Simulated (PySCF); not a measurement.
## From computed data to an observable: oscillator strength and radiative lifetime

C₂H₉BN₂O, SMILES CCNB(N)O.

Coordinates come from a PBE0-D3(BJ)/def2-SVP optimisation. This is a generated structure with no PubChem entry under its InChIKey; it may be hypothetical. The values are those of a single conformer.

TDA-M06-2X/def2-SVPD (PySCF) puts the first singlet state with f over 0.02 at 6.65 eV (vertical), with the transition dipole (-0.106, -0.233, 0.284) in atomic units.

Find the oscillator strength, the wavelength and the radiative lifetime that this transition would have in vacuum if emission retraced absorption.


|μ|² = 0.1462 au, so |μ| = 0.97 D. ΔE = 6.65/27.211 = 0.2444 hartree. f = (2/3) ΔE |μ|² = 0.024 (the program prints 0.024).
λ = 1239.84/6.65 = 186 nm; ν = 53636 cm⁻¹.
Einstein's coefficient A = 0.6670 ν² f s⁻¹ (ν in cm⁻¹) = 4.6e7 s⁻¹, so τ = 1/A = 22 ns. This state is S2; the lower singlet has f = 0.004. The figure is the radiative limit of this one transition; relaxation, internal conversion, crossing to triplets and a medium change what is measured.
